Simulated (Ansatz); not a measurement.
`[BH2][AlH][OH]` + HI → `[OH][AlH][I]` + BH₃ at 298.15 K and 1 bar (cleavage of the Al–B bond).

Computed with Ansatz on PBE0-D4/def2-TZVP structures; ΔE is electronic, products minus reactants. CBS: MP2 limit from def2 TZ/QZ plus the TZ coupled-cluster correction, frozen cores. This one scheme is used for every species. def2 core potentials past Kr. For I outer-core shells are correlated without core-valence functions, which leaves a few kJ/mol of doubt a bond. Each species was taken in one conformer, which may not be the lowest.

```csv
species,CCSD(T)/CBS energy (Eh),H − E (kJ/mol),S (J/(mol·K))
`[BH2][AlH][OH]`,-344.39123,121.0,298.3
HI,-298.03592,22.7,206.5
`[OH][AlH][I]`,-615.94705,71.5,308.8
BH₃,-26.55200,78.7,188.3
```

H − E and S are ideal-gas, rigid-rotor, harmonic terms from PBE0-D4/def2-TZVP, for one conformer and one mirror image of each species. 1 Eh = 2625.50 kJ/mol, R = 8.31446 J/(mol·K).

Task: By hand: ΔE, ΔH, ΔS and ΔG.

Result: ΔE = (-615.94705) + (-26.55200) − (-344.39123) − (-298.03592) = -0.07190 Eh = -188.8 kJ/mol. Δ(H − E) = 71.5 + 78.7 − 121.0 − 22.7 = 6.5, so ΔH = -182.3 kJ/mol. ΔS = 308.8 + 188.3 − 298.3 − 206.5 = -7.7 J/(mol·K). ΔG = -182.3 − 298.15 × (-7.7)/1000 = -180.0 kJ/mol.

Task: By hand: the equilibrium constant, and the temperature at which ΔG would vanish if ΔH and ΔS stayed fixed.

Result: log₁₀ K = −ΔG/(RT ln 10) = 31.5. ΔG = 0 at ΔH/ΔS = 23675 K, far beyond where these terms or the molecules hold.

The number of gas molecules stays the same, so ΔS is small and ΔH decides. A doubt of 5 kJ/mol in ΔE shifts log₁₀ K by 0.9 here. Other conformers and mirror images would add mixing entropy, several J/(mol·K) or more a flexible species. These are equilibria of isolated gas molecules and say nothing of rates. Largest T1 diagnostic: 0.012 (customary marks: 0.02 for closed shells, 0.045 for open ones).
